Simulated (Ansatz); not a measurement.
Reaction (isomerisation): `[CH3][Al]([F])[SiH2]F` → `FC[SiH](F)[AlH2]`

Calculated with Ansatz (gas phase, PBE0-D4/def2-TZVP geometries, no zero-point term in ΔE). CBS: MP2 limit from def2 TZ/QZ plus the TZ coupled-cluster correction, frozen cores. DFT in def2-TZVPP. B3LYP here is the variant with VWN-RPA as its local correlation; programs differ in this. One conformer a species, not always the lowest.

Problem. Is it downhill or uphill in electronic energy at CCSD(T)/CBS, and by how much? (An estimate is asked.)

Solution. Ansatz gave: Uphill: ΔE = +76.2 kcal/mol.

Problem. What do these levels give: B3LYP-D4, ωB97M-V, PBE, PBE0, CCSD/def2-TZVPP, HF/def2-QZVPP? (Estimate.)

Solution. Ansatz gave: B3LYP-D4 73.6, ωB97M-V 73.9, PBE 72.0, PBE0 73.0, CCSD/def2-TZVPP 75.1, HF/def2-QZVPP 73.5 kcal/mol.

Largest T1 diagnostic among the species: 0.012.

From PBE to PBE0 (25 % exact exchange), in def2-TZVPP and without D4, ΔE moves by +1.0 kcal/mol. In def2-TZVPP, CCSD(T) changes the Hartree–Fock value by +2.1 kcal/mol (the triples alone add −0.0 kcal/mol) and MP2 by +5.6 kcal/mol.
